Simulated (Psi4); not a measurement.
As$_{4}$, charge +1, doublet, geometry from GFN2-xTB (a state made from the parent by changing its charge; the spin is typed, not shown lowest); PBE/aug-cc-pVDZ (Psi4).

The Psi4 input:
```
memory 2 GB

molecule mol {
1 2
  As   -0.914083    0.117576   -1.174412
  As    0.564481    1.369643    0.184531
  As    0.919529   -1.125340   -0.341599
  As   -0.569928   -0.361880    1.331480
}

set basis aug-cc-pvdz
set reference uks
set s_tolerance 1e-6
set s_orthogonalization canonical

energy('pbe')
print_variables()
```

Output, abridged:

```
   => Loading Basis Set <=

    Name: AUG-CC-PVDZ
    Role: ORBITAL
    Keyword: BASIS

         ---------------------------------------------------------
                                   SCF
               by Justin Turney, Rob Parrish, Andy Simmonett
                          and Daniel G. A. Smith
                              UKS Reference
         ---------------------------------------------------------

  ==> Geometry <==

    Molecular point group: c1
    Full point group: C1

    Geometry (in Angstrom), charge = 1, multiplicity = 2:

       Center              X                  Y                   Z               Mass
    ------------   -----------------  -----------------  -----------------  -----------------
         AS          -0.914082750000     0.117576250000    -1.174412000000    74.921594570000
         AS           0.564481250000     1.369643250000     0.184531000000    74.921594570000
         AS           0.919529250000    -1.125339750000    -0.341599000000    74.921594570000
         AS          -0.569927750000    -0.361879750000     1.331480000000    74.921594570000

  Running in c1 symmetry.

  Rotational constants: A =      0.04018  B =      0.04018  C =      0.03395 [cm^-1]
  Rotational constants: A =   1204.42482  B =   1204.42438  C =   1017.74715 [MHz]
  Nuclear repulsion = 1421.719466578751735

  Charge       = 1
  Multiplicity = 2
  Electrons    = 131
  Nalpha       = 66
  Nbeta        = 65

  ==> Algorithm <==

  SCF Algorithm Type is DF.
  DIIS enabled.
  MOM disabled.
  Fractional occupation disabled.
  Guess Type is SAD.
  Energy threshold   = 1.00e-06
  Density threshold  = 1.00e-06
  Integral threshold = 1.00e-12

  ==> Primary Basis <==

  Basis Set: AUG-CC-PVDZ
    Blend: AUG-CC-PVDZ
    Number of shells: 56
    Number of basis functions: 144
    Number of Cartesian functions: 156
    Spherical Harmonics?: true
    Max angular momentum: 2

  ==> DFT Potential <==

   => LibXC <=

    Version 7.1.2
    S. Lehtola, C. Steigemann, M. J. T. Oliveira, and M. A. L. Marques,  SoftwareX 7, 1–5 (2018) (10.1016/j.softx.2017.11.002)

   => Composite Functional: PBE <=

    PBE GGA Exchange-Correlation Functional

    J.P. Perdew et. al., Phys. Rev. Lett., 77(18), 3865-3868, 1996

    Deriv               =              1
    GGA                 =           TRUE
    Meta                =          FALSE

    Exchange Hybrid     =          FALSE
    MP2 Hybrid          =          FALSE

   => Exchange Functionals <=

    1.0000     XC_GGA_X_PBE

   => Correlation Functionals <=

    1.0000     XC_GGA_C_PBE

   => LibXC Density Thresholds  <==

    XC_GGA_C_PBE:  1.00E-12
    XC_GGA_X_PBE:  1.00E-15

   => Molecular Quadrature <=

    Radial Scheme          =       TREUTLER
    Pruning Scheme         =           NONE
    Nuclear Scheme         =       TREUTLER

    Blocking Scheme        =         OCTREE
    BS radius alpha        =              1
    Pruning alpha          =              1
    Radial Points          =             75
    Spherical Points       =            302
    Total Points           =          87984
    Total Blocks           =            776
    Max Points             =            255
    Max Functions          =            144
    Weights Tolerance      =       1.00E-15

   => Loading Basis Set <=

    Name: (AUG-CC-PVDZ AUX)
    Role: JKFIT
    Keyword: DF_BASIS_SCF

  ==> Integral Setup <==

  SCF_SUBTYPE=INCORE selected. In-core MEM_DF algorithm will be used.
  Using in-core AOs.

  ==> MemDFJK: Density-Fitted J/K Matrices <==

    J tasked:                   Yes
    K tasked:                    No
    wK tasked:                   No
    Algorithm:                 Core
    Schwarz Cutoff:           1E-12
    Mask sparsity (%):       0.0000
    Fitting Condition:        1E-10

   => Auxiliary Basis Set <=

  Basis Set: (AUG-CC-PVDZ AUX)
    Blend: AUG-CC-PVDZ-JKFIT
    Number of shells: 208
    Number of basis functions: 776
    Number of Cartesian functions: 956
    Spherical Harmonics?: true
    Max angular momentum: 3

    Using canonical orthogonalization.
  Minimum eigenvalue in the overlap matrix is 1.0241709000E-03.
  Reciprocal condition number of the overlap matrix is 1.3516421197E-04.

  ==> Pre-Iterations <==

  SCF Guess: Superposition of Atomic Densities via on-the-fly atomic UHF (no occupation information).

   -------------------------
    Irrep   Nso     Nmo
   -------------------------
     A        144     144
   -------------------------
    Total     144     144
   -------------------------

  ==> Iterations <==

                           Total Energy        Delta E     RMS |[F,P]|

   @DF-UKS iter SAD: -8930.34541865491155   -8.93035e+03   0.00000e+00
   @DF-UKS iter   1: -8940.45780651749374   -1.01124e+01   1.39199e-02 ADIIS/DIIS
   @DF-UKS iter   2: -8940.94367052716370   -4.85864e-01   1.17683e-02 ADIIS/DIIS
   @DF-UKS iter   3: -8941.81136964318830   -8.67699e-01   2.05748e-03 ADIIS/DIIS
   @DF-UKS iter   4: -8941.87248573683246   -6.11161e-02   4.35798e-04 ADIIS/DIIS
   @DF-UKS iter   5: -8941.87530711982618   -2.82138e-03   3.41021e-05 DIIS
   @DF-UKS iter   6: -8941.87532815057602   -2.10307e-05   1.03387e-05 DIIS
   @DF-UKS iter   7: -8941.87533030018130   -2.14961e-06   8.64788e-07 DIIS
   @DF-UKS iter   8: -8941.87533031733437   -1.71531e-08   4.79521e-07 DIIS
  Energy and wave function converged.

  ==> Post-Iterations <==

   Electrons on quadrature grid:
      Nalpha   =   65.9999662540 ; deviation = -3.375e-05
      Nbeta    =   64.9999679975 ; deviation = -3.200e-05
      Ntotal   =  130.9999342515 ; deviation = -6.575e-05

   @Spin Contamination Metric:   3.462556344E-03
   @S^2 Expected:                7.500000000E-01
   @S^2 Observed:                7.534625563E-01
   @S   Expected:                5.000000000E-01
   @S   Observed:                5.000000000E-01

    Orbital Energies [Eh]
    ---------------------

    Alpha Occupied:

[...]
    Alpha Virtual:

[...]
    Beta Occupied:

[...]
    Beta Virtual:

[...]
     144A      1.102372

    Final Occupation by Irrep:
              A
    DOCC [    65 ]
    SOCC [     1 ]
    NA   [    66 ]
    NB   [    65 ]

  @DF-UKS Final Energy: -8941.87533031733437

   => Energetics <=

    Nuclear Repulsion Energy =           1421.7194665787517351
    One-Electron Energy =              -15266.2109989645141468
    Two-Electron Energy =                5233.1709929915323301
    DFT Exchange-Correlation Energy =    -330.5547909231052017
    Empirical Dispersion Energy =           0.0000000000000000
    VV10 Nonlocal Energy =                  0.0000000000000000
    Total Energy =                      -8941.8753303173343738

  UHF NO Occupations:
  HONO-2 :   64  A 1.9993631
  HONO-1 :   65  A 1.9993630
  HONO-0 :   66  A 1.0000000
  LUNO+0 :   67  A 0.0006370
  LUNO+1 :   68  A 0.0006369
  LUNO+2 :   69  A 0.0002427
  LUNO+3 :   70  A 0.0000733

Computation Completed

Properties will be evaluated at   0.000000,   0.000000,   0.000000 [a0]

Properties computed using the SCF density matrix

 Multipole Moments:

 ------------------------------------------------------------------------------------
     Multipole            Electronic (a.u.)      Nuclear  (a.u.)        Total (a.u.)
 ------------------------------------------------------------------------------------

 L = 1.  Multiply by 2.5417464519 to convert [e a0] to [Debye]
 Dipole X            :         -0.0005752           -0.0000000           -0.0005752
 Dipole Y            :          0.0000388            0.0000000            0.0000388
 Dipole Z            :         -0.0007667           -0.0000000           -0.0007667
 Magnitude           :                                                    0.0009593

 ------------------------------------------------------------------------------------

  Variable Map:
  ----------------------------------------------------------------------------
[...]
  Array Variable Map:
  ----------------------------------------------------------------------------
[...]
[...]
```
